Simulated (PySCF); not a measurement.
C2H5NOSi.
Structure used (PBE0-D3(BJ)/def2-SVP), in Å, numbered top down from 1:
```xyz
10
C2H5NOSi angstrom
Si     1.1606   -0.0875    0.2937
O     -0.1777    0.7507    0.8574
C     -1.4323    0.2606    1.1171
C     -2.1104   -0.6658    0.2495
N     -1.6258   -1.2065    1.2828
H      2.1905    0.9593    0.0626
H      1.6522   -1.0870    1.2851
H      0.8468   -0.7878   -0.9899
H     -1.9738    0.9237    1.8018
H     -2.6391   -0.9754   -0.6573
```

Probes without a nucleus sit at each ring's centroid and 1 Å off its mean plane on both sides; NICS is minus the shielding there, NICSzz its component along the normal. Level: GIAO PBE0/pcSseg-1 (PySCF, non-relativistic, gas phase) on the PBE0-D3(BJ)/def2-SVP geometry, one conformer.

Ring bond lengths (Å), with Mayer bond orders in brackets: C3–C4 1.439 (0.98), C4–N5 1.263 (1.75), N5–C3 1.489 (0.96).

**Question.** What do the NICS probes read (ppm)?

**Answer.** 
```json
{"ring": "C3–C4–N5", "type": "3-membered ring with N; formal bonds 1 double, 2 single", "NICS(0)": "-25.8", "NICS(1), two faces": "-9.4 / -10.7", "NICS(1)zz, two faces": "-18.1 / -23.5", "rms pucker (Å)": "0.00", "centre to ring atoms, mean (Å)": "0.81"}
```

**Question.** What do they say, and how far can they be read as aromaticity?

**Answer.** 
- C3–C4–N5: mean NICS(1)zz -20.8 ppm, shielded. C3 has four or more neighbours, and the NICS criterion for π rings isn't applied. The two faces differ by 5.4 ppm, so no symmetry operation interchanges them. NICS(0) lies 16 ppm below the mean NICS(1).

**Question.** Give the inner angles of the rings and the Hirshfeld charges of the ring atoms.

**Answer.** 
- C3–C4–N5: C3 51.1° (+0.056 e), C4 66.5° (+0.042 e), N5 62.4° (-0.155 e); sum 180.0° against 180° for a flat convex ring.

**Question.** How shielded are the nuclei of the rings and their hydrogens (means over atoms taken as equivalent)?

**Answer.** 
```tsv
atoms	environment	σ isotropic (ppm)
C3	sp3 carbon bound to oxygen	127.4
C4	C=N carbon	-9.7
N5	C=N nitrogen	-135.7
H9	methine hydrogen	27.05
H10	hydrogen on a C=N carbon	20.02
```

**Question.** How do the values depend on the level or the medium?

**Answer.** 
| level | NICS(0), C3–C4–N5 | mean NICS(1)zz, C3–C4–N5 |
| --- | --- | --- |
| PBE0/pcSseg-1, gas | -25.8 | -20.8 |
| mPW1PW91/pcSseg-2, gas | -26.8 | -21.0 |

The geometry is the same throughout.
